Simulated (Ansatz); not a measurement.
A nudged elastic band was laid between two geometries of H$_{4}$InNS$_{2}$ (8 atoms, charge 0, multiplicity 1).

Method: Ansatz 0.2.0, RKS CAM-B3LYP-D4/def2-SVP.

```json
{"movable images": "7", "climbing image": "yes", "spring": "5.0 eV/Å²", "optimiser": "quadratic models (default)", "start path": "IDPP", "force threshold": "0.03 eV/Å", "iteration limit": "60", "end points": "relaxed"}
```

Initial state:

```xyz
8
Properties=species:S:1:pos:R:3
N -0.960 1.724 -0.384
In 0.002 0.009 0.020
S 2.388 -0.060 -0.213
S -1.256 -1.860 0.844
H -1.967 1.737 -0.505
H -0.523 2.440 -0.954
H 2.489 -1.353 0.155
H -0.171 -2.637 1.037
```

Final state:

```xyz
8
Properties=species:S:1:pos:R:3
N -1.005 1.586 -0.746
In -0.006 -0.001 -0.024
S 2.385 -0.068 -0.204
S -1.241 -1.858 0.860
H -1.962 1.758 -0.454
H -0.518 2.462 -0.906
H 2.482 -1.324 0.279
H -0.136 -2.557 1.195
```

(1) Which bonds break or form, and what moves?

(2) What energy profile does the band end with?

(3) What is the geometry of the highest image?

Answers

(1) No bond is made or broken. The height of N1 over the plane of its neighbours goes from -0.20 to 0.22 Å. The two ends are copies of one structure, up to a mirror image or an exchange of like atoms. The height can change sign by an inversion or by a turn that exchanges like atoms.

(2) The forces met the threshold. The highest image is number 3 of 0 to 8, 0.004 eV above the ends, which have the same energy within 2 meV. The top lies less than 8 meV above the higher end, about what the thresholds resolve: the motion is nearly free. A vibrational analysis at the climbing image gives one clearly imaginary mode, 185i cm⁻¹: a first-order saddle point.

| image | path coordinate (Å) | energy (eV) | height of N1 over the plane of its neighbours (Å) |
| --- | --- | --- | --- |
| 0 | 0.00 | 0.000 | -0.20 |
| 1 | 0.07 | 0.001 | -0.16 |
| 2 | 0.14 | 0.003 | -0.08 |
| 3 | 0.21 | 0.004 | 0.00 |
| 4 | 0.27 | 0.003 | 0.06 |
| 5 | 0.32 | 0.002 | 0.12 |
| 6 | 0.37 | 0.000 | 0.17 |
| 7 | 0.42 | 0.000 | 0.21 |
| 8 | 0.47 | 0.000 | 0.22 |

(3) 
```xyz
8
Properties=species:S:1:pos:R:3
N -0.975 1.650 -0.550
In 0.001 -0.003 0.001
S 2.388 -0.071 -0.225
S -1.248 -1.857 0.869
H -1.979 1.763 -0.481
H -0.523 2.472 -0.932
H 2.493 -1.336 0.232
H -0.156 -2.619 1.084
```

The run took 120 s on 2 threads of Intel(R) Xeon(R) 6975P-C (Granite Rapids), on a shared host, peak memory 0.29 GiB.
